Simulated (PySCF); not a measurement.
# Ionisation energy of Ta(69+) by level of theory

Ta(69+) [He] 2s2 → Ta(70+) [He] 2s1 [2s1/2^1, M_J = 1/2], as a difference of total energies. Computed with PySCF 2.14 in an uncontracted even-tempered set (16 s from 56 bohr⁻², ratio 2.4; 13 p from 72 bohr⁻², ratio 2.4; 5 d from 230 bohr⁻², ratio 2.6; 4 f from 340 bohr⁻², ratio 2.6), with the two-component X2C-1e Hamiltonian. Correlated levels: nothing frozen; the 28 highest virtual spinors dropped. "Screened" scales the spin-orbit matrix elements by Boettger's factors to mimic the two-electron term; Breit and QED terms are absent.

```
                    method  ionisation energy (eV)
          GMP2 (spin-free)                 18787.1
 GHF (screened spin-orbit)                 18782.4
GMP2 (screened spin-orbit)                 18789.0
```

**Question.** How much does correlation contribute at GMP2 (screened spin-orbit)?

**Answer.** 18789.0 − (18782.4) = 6.6 eV, measured against GHF (screened spin-orbit).

For this ion Breit and QED terms and the two-electron picture change, all absent here, outweigh the correlation shift from GHF to GMP2.

For comparison: 18760 ± 50 eV (theoretical estimate listed by NIST; NIST Atomic Spectra Database, ionization energies).
